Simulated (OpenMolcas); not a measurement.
# Pt2+: effect of the metal basis

Pt2+ with its 6 nearest bromide ions at 2.757 Å, on the Ca site of CsCaBr3 (a = 5.69 Å, distance in the model lattice 2.845 Å). The rest of the host is ab initio model potentials to 7.6 Å and point charges beyond; the distance is set by hand and nothing relaxes.

| Property | Result |
| --- | --- |
| Program | OpenMolcas 26.06 |
| Method | CASSCF |
| Spin-orbit coupling | RASSI with atomic mean-field integrals over the reference wave functions |

Fixed: ligand basis ANO-RCC-VDZP, active space 8 electrons in 5 orbitals (5d), DKH2 Hamiltonian.

States (labels of O, the rotations of Oh). Energies in cm-1 above the lowest state or level, χT in cm3 K/mol.

| Run | Metal basis | Ground state | First state of that spin | First gap with spin-orbit (degeneracies) | χT at 300 K | First state of another spin | Cost |
| --- | --- | --- | --- | --- | --- | --- | --- |
| A | ANO-RCC-VDZP | 3A2 | 3T2 9317 | 6388 (3, 2) | 1.931 | 1E 10560 | roughly 100 core-seconds |
| B | ANO-RCC-VTZP | 3A2 | 3T2 9106 | 6317 (3, 2) | 1.959 | 1E 10778 | roughly 80 core-seconds |

Against A, the first state of the same spin changes by -2.3 % in B.

Costs are those of the RASSCF and RASSI steps.

Without dynamic correlation the repulsion within the d shell is too large (B by tens of per cent), so at a given field states of lower spin stand too high. Real 4d8 and 5d8 ions are as a rule square planar and diamagnetic. With metal d orbitals alone the field can be off either way by tens of per cent. Ligand-to-metal charge-transfer states are missing. With no ligand orbital active B as a rule stays too high, so bands that hang on it stand too high and its fall with covalency is understated. The least metal-like active orbital is 82 % on the metal (Löwdin) and no ligand orbital is active, so the numbers are rough (holds for A). The least metal-like active orbital is 85 % on the metal (Löwdin) and no ligand orbital is active, so the numbers are rough (holds for B). No measured value stands beside these numbers; the geometry was set by hand and not optimised.
